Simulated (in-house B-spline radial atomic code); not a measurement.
Inner levels of nitrogen as electrons are removed. A shift is the extra binding of the orbital against the neutral atom ([He] 2s2 2p3). Computed with an all-electron radial atomic-structure program (B-spline basis): non-relativistic Hartree-Fock, average of the configuration, point nuclei.

```tsv
ion	configuration	shift of 1s (eV)	radius of 1s (bohr)	Σ<r²> (bohr²)	change of density at nucleus (bohr⁻³)
N	[He] 2s2 2p3	0	0.22826	12.521	-
N+	[He] 2s2 2p2	?	?	?	?
N2+	[He] 2s2 2p1	?	?	?	?
N3+	[He] 2s2	66.769	0.22701	3.0403	5.1885
N4+	[He] 2s1	94.896	0.22694	1.4308	-0.44756
N5+	1s2	125.86	0.22647	0.13777	-7.83
N6+	1s1	240.37	0.21429	0.061224	-96.915
```

Q: Fill in the row of N+.

A: shift of 1s (eV): 17.138; radius of 1s (bohr): 0.22807; Σ<r²> (bohr²): 7.8326; change of density at nucleus (bohr⁻³): 1.2386.

Q: Fill in the row of N2+.

A: shift of 1s (eV): 39.493; radius of 1s (bohr): 0.22767; Σ<r²> (bohr²): 4.969; change of density at nucleus (bohr⁻³): 2.9731.
